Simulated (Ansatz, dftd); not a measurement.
System: H₃BSO, charge 0, singlet. H3BSO (SMILES OBS).
B3LYP-D3(BJ)/def2-TZVP minimum from Ansatz (a first-principles code):
```
B
O 1 1.3538
H 2 0.9630 1 115.74
H 1 1.1890 2 117.99 3 -180.00
S 1 1.8151 4 115.64 2 -180.00
H 5 1.3468 1 99.00 4 180.00
```

Property: atomisation energy (electronic, to ground-state atoms), in kcal/mol. Radicals and triplets start from unrestricted determinants; spin-orbit coupling is neglected. Cores are frozen in correlated methods. Rows without X2C or -DK are non-relativistic. CBS(X,Y): correlation extrapolated as X^-3, Hartree-Fock from the larger set (Q,5: extrapolated as (X+1)exp(-9√X)). A bracket is a step between two methods taken in the basis named. Functionals run without relativity, which enters their misses. '+ core + X2C': CCSD(T) terms for core correlation (cc-pwCVTZ, 1s frozen past Ne) and scalar relativity (cc-pVTZ-DK). For partners of very few electrons the exact lower level stands in for a higher one.

```csv
level,program,atomisation energy (kcal/mol),difference against the last row
PBE-D4/def2-TZVPD,Ansatz + dftd4,531.7,8.9
PBE/def2-TZVPD,Ansatz,529.7,6.9
CCSD/cc-pV(Q+d)Z,Ansatz,506.8,-16.0
CCSD(T)/cc-pV(T+d)Z,Ansatz,507.1,-15.7
CCSDT(Q)/cc-pV(D+d)Z,Ansatz,481.0,-41.8
"CCSD(T)/CBS(cc-pV(Q+d)Z,cc-pV(5+d)Z) + [CCSDT(Q) - CCSD(T)]/cc-pV(D+d)Z + core + X2C",Ansatz,522.8,0.0
```
